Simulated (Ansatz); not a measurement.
A made-up structure of HSe$_{2}$O (charge -1), closed shell:

Se1  (-0.043, 0.110, 0.969)
O2  (-1.887, -0.059, 0.584)
Se3  (1.115, -0.503, -0.227)
H4  (0.815, 0.452, -1.325)
(Å)

It is relaxed with PBE-D4/def2-SVPD and then PBE0-D4/def2-TZVPD (Ansatz 0.2.0). Atoms count as bonded within 1.22 times the sum of their covalent radii (H–H: 0.88 Å). The end point is not checked to be a true minimum.

Q: Does its bonding change? (A judgement: the text doesn't fix the answer.)

A: Computed: No: no bond forms or breaks.

Where it ends: The first stage lowers the energy by 5.61 eV in 9 steps. It ends as HSe₂O ([O][Se][SeH]), total charge -1:
Se1  (-0.348, 0.251, 1.194)
O2  (-1.935, -0.139, 0.780)
Se3  (1.173, -0.604, -0.489)
H4  (1.110, 0.491, -1.485)
(Å)

Labels in which every atom is bracketed show which atoms are joined, not bond orders.

For scale, one of the runs: PBE0-D4/def2-TZVPD relaxation, 163 basis functions, launched by `ansatz run in.yaml --threads 2 --pin off --events-out ev --progress --plain --max-ram 4352MiB`. Hardware: 2 CPU threads of an Arm Neoverse V2, shared host. Wall time about 56 s.
